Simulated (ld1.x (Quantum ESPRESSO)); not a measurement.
# gold: TM pseudisation with BLYP, scalar-relativistic reference atom.

```
Element                 : Au
Generator               : ld1.x (Quantum ESPRESSO) 7.5
Type                    : norm-conserving Troullier–Martins (Kleinman–Bylander form)
Functional              : BLYP
Relativity              : scalar-relativistic
Frozen core             : [Kr] 4d10 4f14
Valence charge          : 19
Reference configuration : 5s2 5p6 5d10 6s1 6p0
Partial waves           : 5s (bound): rc 0.85 bohr; 5p (bound): rc 1.50 bohr; 5d (bound): rc 1.70 bohr
Local potential         : all-electron potential smoothed inside 0.80 bohr (lloc = -2)
Core correction         : none
```

Occupied shells without a wave of their own: 6s. They enter only through the test configuration that unscreens the potential.

Calculated quality:

```json
{
  "Configuration tests": "6 of 7 tests not solved or not reliable (2 of them converged, to errors over 20 eV); not counted: 5s2 5p6 5d9 6s2 6p0 (solver errors, printed error -3067 eV); 5s2 5p6 5d10 6s0 6p0 (solver errors, printed error -2245 eV); 5s2 5p6 5d7 6s0 6p0 (converged, but collapsed or in another state, printed error +31.7 eV); 3 more"
}
```

A Bessel basis up to 400 Ry misses an occupied level by 0.02 Ry, so cutoffs and ghosts were not judged.

Generation and tests took about 7.8 s on one core of a shared server CPU.
